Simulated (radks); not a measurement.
Values are calculated unless marked as measured or tabulated.
Spherical jellium clusters: N electrons in a uniform positive sphere of charge N and radius rs N^(1/3), rs = 2.29 bohr. Level of theory: non-relativistic Kohn-Sham, LDA (Slater exchange, Perdew-Wang correlation), spin-polarised, spherical densities (a radial shooting solver with Libxc functionals). Levels are named by radial order and angular momentum (1s, 1p, 1d, 2s, ...), and open shells are averaged over m.

N = 8, configuration 1s2 1p6. This is the lowest configuration that the search found. Occupied and some empty levels:

level,occupation,eigenvalue (eV),<r> (bohr)
1s,2,-8.3943,3.132
1p,6,-4.8385,4.107
2s,0,-1.3823,6.300
1d,0,-1.2770,5.495

Energy (eV): total -7.62940, kinetic 32.869, external -428.58, Hartree 202.91, exchange-correlation -42.972, background 228.15. Static polarisability (adiabatic kernel): 181.0 bohr^3, against R^3 = 96.07 for a classical metal sphere.

Electron density:

r (bohr),n(r) (e/bohr^3)
0.165,0.01471
0.579,0.01561
0.994,0.01725
1.41,0.01913
1.82,0.02064
2.24,0.02124
2.65,0.02056
3.06,0.01858
3.48,0.01558
3.89,0.01209
4.31,0.008696
4.72,0.005847
5.14,0.003747
5.55,0.002323
5.97,0.001405
6.38,0.0008368
6.79,0.0004921
7.21,0.0002864
7.62,0.0001657
8.04,0.00009539
